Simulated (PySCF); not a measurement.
Xe⁺: fine-structure interval

Xe⁺ [Kr] 4d10 5s2 5p5 [5p1/2^2 5p3/2^3, M_J = 3/2] → Xe⁺ [Kr] 4d10 5s2 5p5 [5p1/2^1 5p3/2^4, M_J = 1/2], as a difference of total energies. Calculation: PySCF 2.14, in x2c-SVPall-2c with one added diffuse shell each of s, p type (7s9p4d, 54 functions); the two-component X2C-1e Hamiltonian. Correlated levels: [Ar] 3d10 frozen; the 6 highest virtual spinors dropped. "Screened" scales the spin-orbit matrix elements by Boettger's factors to mimic the two-electron term; Breit and QED terms are absent.

| method | fine-structure interval (cm⁻¹) |
| --- | --- |
| GHF (screened spin-orbit) | 10506 |
| GMP2 (screened spin-orbit) | 10636 |
| GHF (bare spin-orbit) | 10935 |

Errors of the correlated levels include the incompleteness of this basis and the frozen core.

For comparison: 10537 cm⁻¹ (measured; NIST Handbook of Basic Atomic Spectroscopic Data (Sansonetti and Martin, J. Phys. Chem. Ref. Data 34, 1559 (2005))).
